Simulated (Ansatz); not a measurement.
Relaxation of Ir₂₀⁺ (relaxed from a model of Ir20 flat piece, whose bonding it doesn't keep) with UKS r2SCAN-D4/def2-SVP.

```sh
$ ansatz run in.yaml --threads 4 --pin off --events-out ev --progress --plain --max-ram 46080MiB --backend cuda --devices 0, --max-vram 37GiB
```

```yaml
crystal:
  periodic: [false, false, false]
  atoms:
    - {symbol: Ir, position_ang: [-4.380800, -4.456200, 0.005000]}
    - {symbol: Ir, position_ang: [-3.115500, -2.220700, 0.006700]}
    - {symbol: Ir, position_ang: [-4.394100, 0.008700, 0.005500]}
    - {symbol: Ir, position_ang: [-3.091600, 2.234700, 0.008200]}
    - {symbol: Ir, position_ang: [-4.397000, 4.466100, -0.007200]}
    - {symbol: Ir, position_ang: [-1.797000, -4.468000, -0.004400]}
    - {symbol: Ir, position_ang: [-0.527700, -2.238100, 0.000100]}
    - {symbol: Ir, position_ang: [-1.810100, 0.019400, 0.015100]}
    - {symbol: Ir, position_ang: [-0.556700, 2.205900, -0.002600]}
    - {symbol: Ir, position_ang: [-1.812300, 4.471800, 0.003300]}
    - {symbol: Ir, position_ang: [0.805800, -4.485200, -0.005700]}
    - {symbol: Ir, position_ang: [2.094600, -2.224600, 0.009900]}
    - {symbol: Ir, position_ang: [0.766300, -0.024700, 0.002500]}
    - {symbol: Ir, position_ang: [2.065600, 2.215900, -0.010200]}
    - {symbol: Ir, position_ang: [0.772900, 4.454400, -0.001500]}
    - {symbol: Ir, position_ang: [3.355400, -4.468000, -0.007600]}
    - {symbol: Ir, position_ang: [4.652900, -2.220900, 0.004800]}
    - {symbol: Ir, position_ang: [3.341700, 0.011000, -0.007500]}
    - {symbol: Ir, position_ang: [4.657200, 2.218200, 0.013700]}
    - {symbol: Ir, position_ang: [3.353700, 4.449800, -0.004700]}
basis:
  gaussian: {orbitals: def2-SVP, fitting: {mean_field: def2-universal-jkfit}}
total_charge: 1
magnetization: {spin_polarized: true, initial_magnetization: 1}
hamiltonian: {xc: r2scan, dispersion: d4}
scf: {lower_state_search: "off"}
output: {orbitals: {seedname: orbitals}}
relax: {f_tol: 0.03, max_steps: 70}
```

It took 13 min on 4 threads of AMD EPYC 7R13 on a shared host and a share (37 GiB) of an NVIDIA H100 80GB HBM3, peak host memory 1.9 GiB.

Positions (Å) and forces (eV/Å) at steps 1, 2, 3, 4, 5, 6, 7, 8, 9, 10, 11, 12, 13, 14 of 30:

```xyz
20
step=1 energy=-56819.2463 eV
Ir   -4.381   -4.456    0.005    1.617    1.133   -0.050
Ir   -3.115   -2.221    0.007   -0.865   -0.702    0.043
Ir   -4.394    0.009    0.005    0.478   -0.392    0.010
Ir   -3.092    2.235    0.008   -0.629    0.958   -0.002
Ir   -4.397    4.466   -0.007    0.954   -0.951   -0.011
Ir   -1.797   -4.468   -0.004   -0.228    0.632    0.069
Ir   -0.528   -2.238    0.000   -0.112   -0.900   -0.134
Ir   -1.810    0.019    0.015    0.898   -0.497    0.060
Ir   -0.557    2.206   -0.003    0.226    1.230    0.043
Ir   -1.812    4.472    0.003    0.264   -0.761    0.003
Ir    0.806   -4.485   -0.006   -0.429    0.933   -0.010
Ir    2.095   -2.225    0.010   -0.151   -0.898   -0.035
Ir    0.766   -0.025    0.003   -0.124    0.061    0.057
Ir    2.066    2.216   -0.010   -0.445    0.681   -0.169
Ir    0.773    4.454   -0.002   -0.353   -0.932   -0.018
Ir    3.355   -4.468   -0.008   -0.621    0.552    0.021
Ir    4.653   -2.221    0.005   -0.574    0.676    0.002
Ir    3.342    0.011   -0.007    0.688    0.094    0.062
Ir    4.657    2.218    0.014   -0.775    0.352    0.009
Ir    3.354    4.450   -0.005    0.184   -1.266    0.050
20
step=2 energy=-56819.9261 eV
Ir   -4.223   -4.343   -0.005   -0.748   -0.778   -0.051
Ir   -3.148   -2.229    0.014   -0.401    1.610    0.041
Ir   -4.322   -0.027    0.009    0.252    0.031    0.044
Ir   -3.104    2.242    0.010   -0.245   -0.912   -0.087
Ir   -4.293    4.353   -0.011   -0.085    0.060    0.032
Ir   -1.793   -4.412    0.007    0.703   -0.791    0.060
Ir   -0.547   -2.273   -0.021    0.159    0.763   -0.118
Ir   -1.738   -0.005    0.026    0.178    0.062    0.046
Ir   -0.553    2.253    0.005    0.078   -0.849    0.050
Ir   -1.773    4.405    0.004   -0.154    0.782   -0.020
Ir    0.745   -4.401   -0.009   -0.217   -0.582   -0.023
Ir    2.055   -2.240    0.005   -0.142    0.277   -0.007
Ir    0.766   -0.025    0.010    0.175   -0.005    0.071
Ir    2.014    2.224   -0.038   -0.093   -0.435   -0.153
Ir    0.755    4.376   -0.006   -0.072    0.689    0.005
Ir    3.272   -4.397   -0.004    0.031   -0.203    0.027
Ir    4.580   -2.141    0.006   -0.007    0.525   -0.017
Ir    3.357    0.031    0.002    0.246   -0.176    0.035
Ir    4.583    2.228    0.016    0.275   -0.443    0.037
Ir    3.349    4.330    0.003    0.066    0.376    0.025
20
step=3 energy=-56820.2484 eV
Ir   -4.221   -4.352   -0.074   -0.129   -0.136   -0.196
Ir   -3.192   -2.178    0.056   -0.167    0.529    0.160
Ir   -4.341   -0.001    0.068    0.659    0.087    0.028
Ir   -3.070    2.171   -0.053   -0.363   -0.094   -0.169
Ir   -4.289    4.266    0.029   -0.089   -0.069    0.072
Ir   -1.785   -4.440    0.056    0.474   -0.244    0.288
Ir   -0.557   -2.268   -0.120   -0.231    0.179   -0.226
Ir   -1.702   -0.016    0.072   -0.118   -0.095    0.091
Ir   -0.523    2.246    0.057    0.267   -0.179    0.177
Ir   -1.780    4.419   -0.028    0.265    0.537   -0.197
Ir    0.714   -4.450   -0.013   -0.181    0.110   -0.167
Ir    2.023   -2.244   -0.012   -0.057    0.033   -0.039
Ir    0.803   -0.015    0.055   -0.312   -0.074    0.117
Ir    2.023    2.247   -0.197    0.296   -0.255   -0.525
Ir    0.749    4.427   -0.022   -0.703    0.085    0.290
Ir    3.234   -4.400    0.019    0.219    0.065    0.078
Ir    4.547   -2.084    0.010   -0.100    0.132   -0.088
Ir    3.365    0.065    0.016    0.654   -0.310    0.304
Ir    4.618    2.222    0.072   -0.408   -0.147   -0.005
Ir    3.369    4.335    0.034    0.026   -0.154    0.007
20
step=4 energy=-56820.5963 eV
Ir   -4.191   -4.357   -0.158    0.285    0.372   -0.223
Ir   -3.227   -2.140    0.120    0.025   -0.345   -0.029
Ir   -4.322    0.029    0.104    0.628    0.147   -0.017
Ir   -3.054    2.143   -0.126   -0.339    0.449   -0.287
Ir   -4.282    4.217    0.066   -0.145   -0.173    0.110
Ir   -1.760   -4.460    0.158    0.439    0.386    0.537
Ir   -0.576   -2.261   -0.222   -0.342   -0.168   -0.239
Ir   -1.678   -0.020    0.115   -0.331   -0.139    0.499
Ir   -0.506    2.243    0.123    0.305    0.066   -0.033
Ir   -1.781    4.446   -0.096    0.380    0.044   -0.139
Ir    0.695   -4.467   -0.064   -0.153    0.318   -0.382
Ir    1.999   -2.246   -0.033    0.094   -0.247   -0.055
Ir    0.820   -0.014    0.106   -0.584    0.056    0.081
Ir    2.021    2.243   -0.395    0.294   -0.414   -0.092
Ir    0.727    4.442    0.045   -0.350   -0.244    0.167
Ir    3.215   -4.395    0.048    0.158    0.034    0.077
Ir    4.525   -2.050   -0.013   -0.096   -0.044   -0.023
Ir    3.381    0.072    0.100    0.303   -0.077    0.159
Ir    4.614    2.208    0.100   -0.492    0.077   -0.072
Ir    3.363    4.315    0.044   -0.079   -0.099   -0.039
20
step=5 energy=-56821.0676 eV
Ir   -4.125   -4.357   -0.253    0.849    0.485   -0.071
Ir   -3.248   -2.119    0.135    0.026   -0.596   -0.212
Ir   -4.290    0.055    0.116    0.155   -0.023    0.289
Ir   -3.048    2.142   -0.230    0.216    0.103   -0.659
Ir   -4.280    4.187    0.109    0.395   -0.114    0.151
Ir   -1.723   -4.429    0.348    0.148    0.808    0.206
Ir   -0.597   -2.241   -0.321   -0.210    0.351    0.053
Ir   -1.677   -0.020    0.265   -0.389   -0.113    0.505
Ir   -0.500    2.238    0.136   -0.114    0.315   -0.121
Ir   -1.778    4.459   -0.146    0.465   -0.424    0.000
Ir    0.682   -4.455   -0.193   -0.059    0.297   -0.303
Ir    1.985   -2.251   -0.060    0.174   -0.824   -0.330
Ir    0.812   -0.020    0.159   -0.223    0.178    0.220
Ir    2.019    2.218   -0.491   -0.131   -0.377    0.188
Ir    0.711    4.430    0.088   -0.166   -0.240    0.031
Ir    3.201   -4.395    0.073   -0.153    0.184    0.146
Ir    4.512   -2.044   -0.019   -0.357    0.056    0.010
Ir    3.390    0.061    0.166    0.107   -0.085    0.048
Ir    4.590    2.197    0.110   -0.337    0.036   -0.083
Ir    3.349    4.296    0.032   -0.396   -0.018   -0.069
20
step=6 energy=-56821.6456 eV
Ir   -4.029   -4.340   -0.340    1.238    0.321    0.312
Ir   -3.271   -2.100    0.105   -0.347    0.086   -0.715
Ir   -4.265    0.080    0.196    0.371   -0.168    0.534
Ir   -3.031    2.122   -0.424    0.593   -0.558   -0.169
Ir   -4.234    4.118    0.163    0.800   -0.180    0.035
Ir   -1.686   -4.349    0.501    0.016    0.722   -0.512
Ir   -0.612   -2.198   -0.380    0.076    0.730    0.605
Ir   -1.681   -0.019    0.442   -0.725    0.067    0.323
Ir   -0.505    2.236    0.145   -0.412    0.178   -0.480
Ir   -1.758    4.438   -0.194    0.032   -0.452   -0.092
Ir    0.661   -4.417   -0.320   -0.110    0.201    0.088
Ir    1.975   -2.260   -0.139    0.195   -0.710   -0.408
Ir    0.801   -0.028    0.256    0.010    0.184    0.132
Ir    1.997    2.185   -0.515   -0.269   -0.291    0.290
Ir    0.698    4.401    0.115    0.015   -0.587    0.132
Ir    3.170   -4.387    0.120   -0.557    0.468    0.043
Ir    4.490   -2.041   -0.024   -0.385   -0.185   -0.045
Ir    3.397    0.046    0.203    0.022   -0.033    0.080
Ir    4.549    2.194    0.105   -0.122   -0.077   -0.067
Ir    3.317    4.268    0.008   -0.441    0.286   -0.087
20
step=7 energy=-56822.2407 eV
Ir   -3.925   -4.327   -0.395    0.992   -0.063    0.268
Ir   -3.304   -2.063   -0.067    0.366    0.811    0.128
Ir   -4.257    0.105    0.377    0.594   -0.077   -0.305
Ir   -3.013    2.069   -0.579   -0.116   -1.009    0.983
Ir   -4.151    4.033    0.210    1.030   -0.355   -0.225
Ir   -1.660   -4.238    0.583   -0.124    0.754   -0.941
Ir   -0.611   -2.128   -0.363   -0.239    1.138    0.847
Ir   -1.696   -0.019    0.639   -0.639   -0.061   -0.512
Ir   -0.521    2.212    0.074   -0.638   -0.663   -0.266
Ir   -1.727    4.384   -0.291   -0.236   -0.010   -0.174
Ir    0.635   -4.356   -0.403   -0.269   -0.479    0.327
Ir    1.972   -2.251   -0.252    0.359    0.107   -0.230
Ir    0.793   -0.027    0.373    0.171   -0.061   -0.209
Ir    1.978    2.144   -0.500   -0.216   -0.402    0.253
Ir    0.689    4.332    0.171    0.261   -0.266    0.111
Ir    3.122   -4.359    0.165   -0.707    0.569   -0.030
Ir    4.468   -2.042   -0.040   -0.271   -0.442   -0.193
Ir    3.405    0.033    0.251   -0.169    0.147    0.300
Ir    4.507    2.200    0.103    0.305   -0.302   -0.084
Ir    3.280    4.246   -0.032   -0.454    0.665   -0.046
20
step=8 energy=-56823.1193 eV
Ir   -3.762   -4.392   -0.435    0.385    0.112    0.034
Ir   -3.322   -2.070   -0.161    0.646    1.266    0.556
Ir   -4.330    0.084    0.470    0.635   -0.425   -0.609
Ir   -3.020    2.004   -0.524   -0.529   -1.252    0.834
Ir   -4.025    4.032    0.245    1.073   -0.283   -0.215
Ir   -1.603   -4.132    0.588   -0.421    0.027   -0.237
Ir   -0.611   -2.035   -0.297   -0.242    1.577    0.313
Ir   -1.747   -0.016    0.725   -0.551    0.315   -0.824
Ir   -0.546    2.164   -0.026   -0.148   -1.672    0.532
Ir   -1.670    4.332   -0.470   -0.261    0.371   -0.259
Ir    0.592   -4.296   -0.459   -0.243   -0.667    0.165
Ir    1.951   -2.189   -0.413    0.230    1.268   -0.068
Ir    0.777   -0.021    0.495   -0.078   -0.038   -0.385
Ir    1.971    2.097   -0.441   -0.239   -0.567    0.039
Ir    0.708    4.255    0.223    0.226   -0.152    0.147
Ir    3.015   -4.285    0.213   -0.096    0.258    0.052
Ir    4.427   -2.026   -0.097    0.075   -0.824   -0.259
Ir    3.387    0.034    0.385   -0.195    0.341    0.289
Ir    4.516    2.181    0.088    0.252   -0.341   -0.042
Ir    3.276    4.228   -0.086   -0.521    0.685   -0.064
20
step=9 energy=-56823.7771 eV
Ir   -3.679   -4.385   -0.471   -0.027    0.383   -0.078
Ir   -3.291   -2.032   -0.172    0.193    0.846    0.296
Ir   -4.400    0.057    0.477    0.499   -0.552   -0.421
Ir   -3.022    1.903   -0.453   -0.712   -0.535    0.334
Ir   -3.893    4.000    0.270    1.309   -0.117   -0.410
Ir   -1.582   -4.052    0.576   -0.422   -0.185    0.303
Ir   -0.614   -1.945   -0.288   -0.093    0.806   -0.017
Ir   -1.793   -0.015    0.742   -0.447    0.224   -0.127
Ir   -0.566    2.089    0.000    0.095   -0.991    0.360
Ir   -1.614    4.270   -0.646   -0.204    0.065    0.333
Ir    0.556   -4.248   -0.455    0.334   -0.405   -0.106
Ir    1.937   -2.104   -0.495    0.379    0.966    0.205
Ir    0.770   -0.022    0.586   -0.137    0.082   -0.405
Ir    1.957    2.050   -0.430    0.111   -0.153    0.341
Ir    0.709    4.185    0.301   -0.033   -0.216   -0.263
Ir    2.943   -4.210    0.236    0.003    0.374   -0.064
Ir    4.413   -2.020   -0.159   -0.086   -0.428   -0.022
Ir    3.381    0.036    0.477   -0.045   -0.008   -0.170
Ir    4.522    2.171    0.070    0.090   -0.328   -0.011
Ir    3.247    4.223   -0.142   -0.809    0.173   -0.079
20
step=10 energy=-56824.2878 eV
Ir   -3.649   -4.271   -0.602   -0.041    0.392   -0.052
Ir   -3.261   -1.921   -0.232    0.103    0.185    0.461
Ir   -4.484    0.001    0.593    0.428   -0.365   -0.419
Ir   -3.071    1.736   -0.408   -0.633    0.184    0.346
Ir   -3.720    3.933    0.221    0.908   -0.063   -0.448
Ir   -1.598   -3.945    0.536   -0.406   -0.165    0.115
Ir   -0.611   -1.818   -0.278   -0.016    0.038   -0.011
Ir   -1.849   -0.037    0.926   -0.244    0.118   -0.207
Ir   -0.611    1.971    0.050    0.174   -0.122   -0.091
Ir   -1.542    4.169   -0.804   -0.033   -0.256    0.601
Ir    0.548   -4.124   -0.481    0.357   -0.248   -0.133
Ir    1.956   -1.956   -0.489    0.233    0.824    0.344
Ir    0.765   -0.012    0.748   -0.032   -0.105   -0.108
Ir    1.941    1.949   -0.403    0.104    0.260    0.463
Ir    0.693    4.081    0.274   -0.201   -0.220   -0.349
Ir    2.926   -4.102    0.200    0.056    0.147   -0.041
Ir    4.451   -2.024   -0.181   -0.082   -0.288   -0.047
Ir    3.408    0.014    0.553   -0.159   -0.040   -0.323
Ir    4.514    2.138    0.030    0.089   -0.222    0.045
Ir    3.175    4.167   -0.230   -0.605   -0.055   -0.148
20
step=11 energy=-56824.5635 eV
Ir   -3.661   -4.173   -0.753   -0.056    0.216   -0.082
Ir   -3.201   -1.874   -0.176   -0.342   -0.706   -0.284
Ir   -4.543   -0.067    0.612    0.013   -0.187    0.110
Ir   -3.165    1.691   -0.269   -0.448    1.160   -0.191
Ir   -3.581    4.013    0.142    0.168   -0.534   -0.184
Ir   -1.619   -3.960    0.432   -0.235    0.115    0.180
Ir   -0.598   -1.767   -0.201    0.080   -0.276    0.094
Ir   -1.909   -0.031    1.008    0.222   -0.353    0.718
Ir   -0.649    1.867    0.058    0.040    0.682   -0.518
Ir   -1.480    4.102   -0.902    0.418   -0.068    0.265
Ir    0.581   -4.054   -0.500    0.298   -0.011   -0.328
Ir    1.979   -1.823   -0.376   -0.234   -0.211   -0.081
Ir    0.750   -0.003    0.901    0.071   -0.229    0.356
Ir    1.931    1.880   -0.303    0.121    0.427    0.005
Ir    0.665    4.003    0.230   -0.053   -0.088   -0.143
Ir    2.948   -4.032    0.151   -0.021   -0.102    0.162
Ir    4.504   -2.067   -0.216    0.057    0.046   -0.219
Ir    3.440   -0.016    0.540    0.164    0.323    0.228
Ir    4.509    2.128    0.012    0.022   -0.003    0.057
Ir    3.080    4.132   -0.367   -0.285   -0.200   -0.144
20
step=12 energy=-56824.7478 eV
Ir   -3.641   -4.170   -0.864   -0.052    0.154   -0.039
Ir   -3.197   -1.913   -0.180   -0.162   -0.293    0.085
Ir   -4.552   -0.124    0.648    0.260   -0.043   -0.014
Ir   -3.230    1.704   -0.222   -0.150    0.246    0.313
Ir   -3.449    4.055    0.101   -0.153   -0.501   -0.173
Ir   -1.628   -3.983    0.395   -0.064    0.273   -0.218
Ir   -0.600   -1.754   -0.110    0.034   -0.305    0.246
Ir   -1.943   -0.035    1.108   -0.038   -0.114   -0.237
Ir   -0.674    1.828    0.006   -0.021    0.082    0.170
Ir   -1.373    4.098   -0.951    0.402    0.238    0.040
Ir    0.592   -4.015   -0.578    0.266    0.183    0.126
Ir    1.962   -1.742   -0.357   -0.405   -0.309    0.119
Ir    0.727    0.004    1.029    0.007    0.018   -0.114
Ir    1.920    1.833   -0.265    0.045   -0.121   -0.030
Ir    0.681    3.939    0.262    0.218    0.020   -0.205
Ir    2.930   -3.956    0.200   -0.237    0.091   -0.123
Ir    4.492   -2.034   -0.312   -0.012    0.200    0.002
Ir    3.453   -0.009    0.611    0.193    0.069   -0.012
Ir    4.491    2.134    0.024   -0.039    0.268    0.096
Ir    3.022    4.089   -0.523   -0.090   -0.155   -0.036
20
step=13 energy=-56824.9066 eV
Ir   -3.687   -4.156   -0.999    0.141    0.067    0.074
Ir   -3.209   -1.970   -0.154    0.070    0.071   -0.070
Ir   -4.542   -0.198    0.726   -0.046    0.049    0.021
Ir   -3.287    1.687   -0.133    0.481    0.044    0.198
Ir   -3.369    4.059   -0.019   -0.199   -0.279   -0.020
Ir   -1.670   -4.038    0.284    0.021    0.078   -0.143
Ir   -0.604   -1.791    0.008    0.100   -0.303    0.017
Ir   -1.960   -0.060    1.164    0.005    0.258   -0.081
Ir   -0.704    1.859    0.066   -0.140   -0.342    0.116
Ir   -1.251    4.158   -0.973    0.023   -0.177   -0.026
Ir    0.618   -4.000   -0.598    0.134    0.237    0.110
Ir    1.931   -1.702   -0.297   -0.407   -0.080   -0.065
Ir    0.706    0.024    1.098   -0.226    0.082   -0.154
Ir    1.911    1.795   -0.275    0.012   -0.337   -0.013
Ir    0.751    3.922    0.261    0.470    0.175   -0.030
Ir    2.938   -3.903    0.209   -0.151    0.169   -0.056
Ir    4.475   -1.980   -0.390   -0.265    0.100    0.149
Ir    3.462    0.010    0.650    0.223   -0.108   -0.121
Ir    4.474    2.182    0.108   -0.427    0.469   -0.043
Ir    3.000    4.051   -0.714    0.181   -0.173    0.134
20
step=14 energy=-56825.0466 eV
Ir   -3.705   -4.110   -1.094    0.207    0.094    0.082
Ir   -3.204   -1.967   -0.152    0.055    0.113    0.006
Ir   -4.518   -0.218    0.792   -0.108    0.038    0.008
Ir   -3.253    1.662   -0.068    0.370    0.027    0.009
Ir   -3.370    4.029   -0.111   -0.043   -0.082   -0.016
Ir   -1.695   -4.064    0.208    0.037   -0.074   -0.111
Ir   -0.606   -1.819    0.092    0.086   -0.184   -0.141
Ir   -1.947   -0.077    1.238   -0.030    0.340    0.015
Ir   -0.691    1.842    0.114   -0.039   -0.308    0.036
Ir   -1.199    4.119   -0.970   -0.326   -0.246   -0.013
Ir    0.626   -3.967   -0.632   -0.017    0.168    0.114
Ir    1.885   -1.661   -0.300   -0.210    0.293   -0.257
Ir    0.704    0.024    1.147   -0.017   -0.048    0.033
Ir    1.911    1.744   -0.315    0.026   -0.154    0.081
Ir    0.816    3.899    0.228    0.388    0.131    0.003
Ir    2.903   -3.841    0.245    0.191    0.395   -0.039
Ir    4.430   -1.946   -0.443   -0.402   -0.400    0.214
Ir    3.477    0.021    0.659    0.223   -0.145   -0.114
Ir    4.420    2.263    0.244   -0.703    0.459   -0.254
Ir    2.999    4.016   -0.860    0.312   -0.416    0.344
```

In the def2 sets Ir takes a core potential; there is no spin–orbit coupling. Single mean-field runs in def2-SVP are fitted with def2-universal-jkfit. The charge 1 doublet is spin-contaminated (final ⟨S²⟩ up to 5.51, 0.75 for a pure state). Another isomer (doublet) lies 5.21 eV lower at PBE0-D4/def2-TZVP; other spin states weren't run for this one.
